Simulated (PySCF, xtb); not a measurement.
C4H6F2, SMILES C1([C@@H](C1)C)(F)F.

xtb with GFN2-xTB at its own geometry gives an orbital gap of 9.35 eV and a dipole moment of 3.06 D.

Geometry optimised at PBE-D3(BJ)/def2-SVP.

What does PySCF with r2SCAN/def2-TZVP give? (The exact figures need the calculation; the answer reports its results.)

gap 7.87 eV (levels -6.87 and 1.01 eV), dipole 2.25 D.
